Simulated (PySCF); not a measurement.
Species: C2H7NO2Si.
SMILES: `CO[SiH2]NC=O`

Jobs on this species (13 atoms, 56 electrons) with PySCF (density fitting). Hardware of each: Arm Neoverse N1, one thread, shared host. Other jobs ran on the host; a repeat could differ by tens of per cent or more. Peak memory is the resident size of the whole Python process, interpreter and libraries included.

```csv
level and settings,work,basis functions,SCF cycles,wall time,peak memory
"delta-SCF UKS SCAN, pcX-2 on the ionised atom, pcseg-1 elsewhere, non-relativistic","ΔSCF core ionisation, 7 holes",165,?,?,?
"delta-SCF UKS SCAN, def2-TZVP on the ionised atom, pcseg-1 elsewhere, spin-free X2C","ΔSCF core ionisation, 7 holes",142,?,?,?
"delta-SCF UKS HF, pcX-2 on the ionised atom, pcseg-1 elsewhere, spin-free X2C","ΔSCF core ionisation, 7 holes",165,?,?,?
"delta-SCF UKS PBE, pcX-2 on the ionised atom, pcseg-1 elsewhere, spin-free X2C","ΔSCF core ionisation, 7 holes",165,119,58 s,0.62 GiB
"PBE0-D3(BJ)/def2-SVP, grid level 1",geometry optimisation from a GFN2-xTB start shaken at random,123,52,76 s,0.51 GiB
"delta-SCF UKS PBE0, pcX-2 on the ionised atom, pcseg-1 elsewhere, spin-free X2C","ΔSCF core ionisation, 7 holes",165,107,1.8 min,0.77 GiB
"delta-SCF UKS B3LYP, pcX-2 on the ionised atom, pcseg-1 elsewhere, spin-free X2C","ΔSCF core ionisation, 7 holes",165,110,1.8 min,0.70 GiB
"delta-SCF UKS SCAN, pcX-2 on the ionised atom, pcseg-1 elsewhere, spin-free X2C","ΔSCF core ionisation, 7 holes",165,122,88 s,0.58 GiB
"delta-SCF UKS SCAN, pcX-1 on the ionised atom, pcseg-1 elsewhere, spin-free X2C","ΔSCF core ionisation, 7 holes",145,119,72 s,0.51 GiB
```

Question: Fill in the missing figures.

Answer: 
- delta-SCF UKS SCAN, pcX-2 on the ionised atom, pcseg-1 elsewhere, non-relativistic; ΔSCF core ionisation, 7 holes: 88 s, 0.62 GiB, 120 SCF cycles
- delta-SCF UKS SCAN, def2-TZVP on the ionised atom, pcseg-1 elsewhere, spin-free X2C; ΔSCF core ionisation, 7 holes: 82 s, 0.50 GiB, 120 SCF cycles
- delta-SCF UKS HF, pcX-2 on the ionised atom, pcseg-1 elsewhere, spin-free X2C; ΔSCF core ionisation, 7 holes: 66 s, 0.62 GiB, 109 SCF cycles

Question: What do all jobs in the table cost together?

Answer: About 12 min; the longest takes about 14 % of that, and about 1.9 times as long as the shortest.
